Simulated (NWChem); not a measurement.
System meant: GeH2ClF; SMILES [F][GeH2][Cl]

The following NWChem deck was run.

```
start job
memory heap 200 mb stack 900 mb global 1100 mb
geometry units angstroms noautoz
  Ge    -0.338600     0.477829     0.000000
  F      1.125767     1.417395     0.000000
  Cl     0.240456    -1.611482     0.000000
  H     -1.084697     0.770037     1.314943
  H     -1.084697     0.770037    -1.314943
end
basis spherical
  Ge library def2-svp
  F library def2-svp
  Cl library def2-svp
  H library def2-svp
end
dft
  odft
  mult 2
  xc xpbe96 cpbe96
  iterations 150
  mulliken
end
task dft energy
```

End of the output:

```
 Summary of "ao basis" -> "" (spherical)
 ------------------------------------------------------------------------------
       Tag                 Description            Shells   Functions and Types
 ---------------- ------------------------------  ------  ---------------------
 Ge                         def2-svp                12       32   5s4p3d
 F                          def2-svp                 6       14   3s2p1d
 Cl                         def2-svp                 8       18   4s3p1d
 H                          def2-svp                 3        5   2s1p

  pbe96 is a nonlocal functional; adding pw91lda local functional.

                                 NWChem DFT Module
                                 -----------------

 Summary of "ao basis" -> "ao basis" (spherical)
 ------------------------------------------------------------------------------
       Tag                 Description            Shells   Functions and Types
 ---------------- ------------------------------  ------  ---------------------
 Ge                         def2-svp                12       32   5s4p3d
 F                          def2-svp                 6       14   3s2p1d
 Cl                         def2-svp                 8       18   4s3p1d
 H                          def2-svp                 3        5   2s1p

      Symmetry analysis of basis
      --------------------------

        a'         50
        a"         24

  number of electrons :                   60
  multiplicity        :                    2
 ------------------------------------------------------------------------
  no. of electrons and multiplicity not compatible                  60
 ------------------------------------------------------------------------
 ------------------------------------------------------------------------
  current input line :
    23: task dft energy
 ------------------------------------------------------------------------
 ------------------------------------------------------------------------
 There is an error in the input file
 ------------------------------------------------------------------------
 For more information see the NWChem manual at https://nwchemgit.github.io

0: no. of electrons and multiplicity not compatible:Received an Error in Communication
```

Q: Can this run be used? If not, why, and what is the fix?

A: The program refused the input. Cause: the multiplicity doesn't fit the number of electrons (an even count wants an odd multiplicity, and the reverse). This input runs:
```
start job
memory heap 200 mb stack 900 mb global 1100 mb
geometry units angstroms noautoz
  Ge    -0.338600     0.477829     0.000000
  F      1.125767     1.417395     0.000000
  Cl     0.240456    -1.611482     0.000000
  H     -1.084697     0.770037     1.314943
  H     -1.084697     0.770037    -1.314943
end
basis spherical
  * library def2-svp
end
dft
  xc xpbe96 cpbe96
  iterations 150
  mulliken
end
task dft energy
```
It converges to -2637.22652 Ha (PBE/def2-SVP).
